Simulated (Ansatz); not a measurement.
`[SiH3][SiH2][SiH3]` + `[OH][GeH]([F])[SH]` → `[OH][GeH]([F])[S][SiH3]` + `[SiH3][SiH3]`  (cleavage of the Si–Si bond)

Isolated molecules relaxed with PBE0-D4/def2-TZVP in Ansatz; ΔE leaves out vibrations. CCSD(T)/CBS is the MP2 limit (def2-TZVPP, def2-QZVPP) plus CCSD(T) − MP2 in def2-TZVPP, frozen cores. Functionals use def2-TZVPP. B3LYP here is the variant with VWN-RPA as its local correlation; programs differ in this. For Ge outer-core shells are correlated without core-valence functions, which leaves a few kJ/mol of doubt a bond. Scalar relativity is left out up to krypton. Each species was taken in one conformer, which may not be the lowest.

```csv
level,ΔE (kJ/mol),difference from CCSD(T)/CBS
PBE-D4,-41.6,13.4
B3LYP-D4,-52.0,3.0
ωB97M-V,-57.6,-2.6
B2PLYP,-53.7,1.3
B3LYP,-48.5,6.5
MP2/def2-TZVPP,-60.9,-5.9
SCS-MP2/def2-TZVPP,-60.3,-5.3
CCSD/def2-TZVPP,-52.3,2.7
HF/CBS(def2),-61.1,-6.1
MP2/CBS(def2),-63.8,-8.8
CCSD(T)/CBS,-55.0,0
```

Largest T1 diagnostic among the species: 0.013.

The D4 term adds −3.4 kJ/mol with B3LYP and −1.6 kJ/mol with PBE0; it sums over pairs of atoms, weighted by their polarisabilities, and B3LYP, whose exchange is more repulsive, gets the larger term. From PBE to PBE0 (25 % exact exchange), in def2-TZVPP and without D4, ΔE moves by −4.6 kJ/mol.
